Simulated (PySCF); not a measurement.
# One molecule, several mistakes: BCGeH6N

Calculated results; nothing here was measured. They come from PySCF 2.14.0, an open-source quantum chemistry program, on an isolated molecule that a program drew, which may never have been made. The molecule is BCGeH6N (charge 0, singlet), drawn as the SMILES string `NB[CH2][GeH]`.

Each row is a Hartree-Fock (HF) and frozen-core CCSD(T) single point in the cc-pVDZ basis, meant for a local HF minimum. Run 1 is clean. Each other run has one planted mistake out of seven kinds, and not every kind appears here: one electron removed, one electron added, multiplicity raised by two, geometry at a saddle point, minimal basis STO-3G, one bond length entered in bohr, all coordinates scaled. The reference is restricted for singlets and unrestricted otherwise, and also for a bond in bohr. Adding or removing an electron swaps singlet and doublet. Electrons count all cores. HOMO and LUMO are orbital energies over both spins, the gradient is its largest component, and the lowest frequency (negative if imaginary) is given only where the gradient is small. Bond lengths are over the 9 bonds as drawn. T1 is the CCSD diagnostic: over 0.02 (restricted) or 0.045 (unrestricted) a single reference is doubtful. Germanium has the cc-pVDZ-PP basis, with a core potential (ECP10MDF) in place of its 10 inner electrons, and its 3s, 3p and 3d shells are frozen in CCSD(T).

Geometry of the clean run:
```xyz
10
BCGeH6N, angstrom
N     0.1550   -2.2876    0.0498
B    -0.2269   -0.9589   -0.1395
C    -1.7214   -0.4707    0.0366
Ge   -2.0610    0.2298    1.8898
H     1.0994   -2.5974   -0.0386
H    -0.4869   -3.0154    0.2878
H     0.6447   -0.1691   -0.4093
H    -2.4297   -1.2935   -0.1211
H    -1.9460    0.3402   -0.6613
H    -2.0585   -1.2023    2.5855
```

```
run  electrons  basis functions  <S^2>  HOMO (eV)  LUMO (eV)  gradient (hartree/bohr)  lowest frequency (cm^-1)  mean bond (Å)  longest bond (Å)      T1  HF (hartree)  CCSD(T) (hartree)                          mistake
  1         56               95  0.000      -8.42       0.73                  1.6e-05                        49         1.3304             2.010  0.0143    -413.89399         -414.43983                         no fault
  2         56               95  1.025      -7.49       0.15                  4.2e-02                         -         1.5291             3.799  0.0578    -413.82701         -414.33590  one bond length entered in bohr
  3         56               95  0.000      -8.29       0.89                  4.9e-02                         -         1.2706             1.920  0.0133    -413.87399         -414.41241           all coordinates scaled
  4         56               95  2.006      -7.40       0.10                  3.9e-02                         -         1.3304             2.010  0.0159    -413.85939         -414.38775                                ?
```

**Which mistake was planted in run 4, and what did it cost?**

Electrons, basis and geometry are unchanged, and <S^2> is 2.006, beside S(S+1) = 2.00 for a multiplicity of 3. So the mistake is: multiplicity raised by two. Subtracting run 1 and multiplying by 627.51 kcal/mol a hartree, the energy moved by 21.7 kcal/mol in HF and 32.7 kcal/mol in CCSD(T).

Cautions from the logs. Run 2: T1 is over the limit, so its CCSD(T) energy is less reliable.
